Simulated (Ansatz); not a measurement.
Computed with Ansatz on PBE0-D4/def2-TZVP structures; ΔE is electronic, products minus reactants. CCSD(T)/CBS is the MP2 limit (def2-TZVPP, def2-QZVPP) plus CCSD(T) − MP2 in def2-TZVPP, frozen cores. This one scheme is used for every species. Functionals use def2-TZVPP. Elements past krypton have def2 core potentials. For Br, In outer-core shells are correlated without core-valence functions, which leaves a few kJ/mol of doubt a bond. Scalar relativity is left out up to krypton.

Reaction (ligand exchange at the In–C bond): `[CH3][In]([F])[F]` + HBr → `[F][In]([F])[Br]` + CH₄

`[CH3][In]([F])[F]`:

```xyz
7

C    -0.603    0.905    0.011
In    0.574   -0.854   -0.007
F     0.982   -1.966   -1.547
F     1.458   -1.675    1.515
H    -0.496    1.398    0.975
H    -0.270    1.561   -0.791
H    -1.644    0.630   -0.155
```

HBr:

Z-matrix (Å, degrees):
```
Br
H 1 1.420
```

`[F][In]([F])[Br]`:

Z-matrix (Å, degrees):
```
In
F 1 1.925
Br 1 2.413 2 123.2
F 1 1.924 2 113.7 3 -180.0
```

CH₄:

Z-matrix (Å, degrees):
```
C
H 1 1.090
H 1 1.090 2 109.5
H 1 1.090 2 109.5 3 -120.0
H 1 1.090 2 109.5 3 120.0
```

Is it downhill or uphill in electronic energy at CCSD(T)/CBS, and by how much? (An estimate is asked.)

The calculation gave: Downhill: ΔE = -120.4 kJ/mol.

What do these levels give: revPBE, r2SCAN0, MP2/def2-SVP, CCSD(T)/def2-SVP, CCSD(T)/def2-TZVPP, SCS-MP2/def2-QZVPP? (An estimate is asked.)

The calculation gave: revPBE -117.6, r2SCAN0 -126.7, MP2/def2-SVP -134.3, CCSD(T)/def2-SVP -129.6, CCSD(T)/def2-TZVPP -116.1, SCS-MP2/def2-QZVPP -121.2 kJ/mol.

Largest T1 diagnostic among the species: 0.016.

Leaving LDA and LC-ωPBE aside and taking each functional with its dispersion term where it has one, the values, not all of them listed here, spread over 16.2 kJ/mol, from BHLYP-D4 to PBE-D4. LDA lies +10.6 kJ/mol from PBE without D4. From BLYP to BHLYP (50 % exact exchange), in def2-TZVPP and without D4, ΔE moves by −12.8 kJ/mol.
